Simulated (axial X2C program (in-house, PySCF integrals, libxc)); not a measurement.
## Outer orbitals of YI at 2.774 Å, B3LYP

Calculated with an in-house relativistic program for diatomic molecules. Spin-free means the one-electron spin-free X2C Hamiltonian; two-component (2c) means X2C with spin–orbit coupling and atomic mean-field two-electron Coulomb and Gaunt terms, so the difference of the two also holds small scalar two-electron terms. Basis: I dyall-v3z [11s12p8d1f], Y dyall-v3z [11s12p9d4f2g] (cores contracted in-house); Gaussian nuclei, density fitting, unrestricted open shells. Masses: I 126.904 u, Y 88.906 u.

The distance is close to the 2c PBE0 minimum; the highest filled and lowest empty levels are listed.

Spin-free orbitals, state M_S = 0, Λ = 0 (closed shell) (Löwdin shares):

```
symmetry  occupied  ε (eV)          atomic character
     π-α       yes  -30.79                  100% Y p
     π+α       yes  -30.79                  100% Y p
      σα       yes  -30.75                   98% Y p
      σα       yes  -18.29   73% I s, 8% Y d, 8% Y p
      σα       yes   -8.30  76% I p, 10% Y d, 7% Y s
     π-α       yes   -7.49  76% I p, 11% Y d, 6% Y f
     π+α       yes   -7.49  76% I p, 11% Y d, 6% Y f
      σα       yes   -4.70  70% Y s, 20% Y d, 7% Y p
     δ+α        no   -2.43                  100% Y d
     δ-α        no   -2.43                  100% Y d
     π-α        no   -2.27  79% Y d, 13% Y p, 3% I p
     π+α        no   -2.27  79% Y d, 13% Y p, 3% I p
```

One partner of each degenerate Kramers or spin pair is listed.

Spinors with spin–orbit coupling (state Ω = 0):

| ω | occupied | ε (eV) | atomic character | λ mixture |
| --- | --- | --- | --- | --- |
| 1/2 | yes | -31.70 | 100% Y p | 68% π, 32% σ |
| 3/2 | yes | -30.26 | 100% Y p | 100% π |
| 1/2 | yes | -30.23 | 99% Y p | 68% σ, 32% π |
| 1/2 | yes | -18.30 | 73% I s, 8% Y d, 8% Y p | 100% σ |
| 1/2 | yes | -8.56 | 78% I p, 9% Y d, 5% Y s | 75% σ, 25% π |
| 1/2 | yes | -7.59 | 75% I p, 11% Y d, 5% Y f | 75% π, 25% σ |
| 3/2 | yes | -7.20 | 74% I p, 12% Y d, 6% Y f | 100% π |
| 1/2 | yes | -4.69 | 70% Y s, 20% Y d, 7% Y p | 100% σ |
| 3/2 | no | -2.45 | 99% Y d | 98% δ, 2% π |
| 5/2 | no | -2.39 | 100% Y d | 100% δ |
| 1/2 | no | -2.29 | 79% Y d, 14% Y p, 3% I p | 96% π, 4% σ |
| 3/2 | no | -2.23 | 78% Y d, 14% Y p, 4% I p | 98% π, 2% δ |

One partner of each degenerate Kramers or spin pair is listed.

Mulliken charges and populations of the two-component result (they depend on the basis, above all on diffuse functions):

I -0.21 e (s 9.94 p 23.25 d 20.01), Y 0.21 e (s 9.72 p 18.20 d 10.82 f 0.04 g 0.01).

The state is a single determinant with fixed occupations, the lowest that a limited PBE0 search found. Other states lie close and PBE0, whose exact exchange favours high spin, may order them wrongly; the determinant shown need not be the ground state. The nearest other spin-free determinant of the search, M_S = 1, Λ = 2, lies 0.40 eV up at the distance of the search.
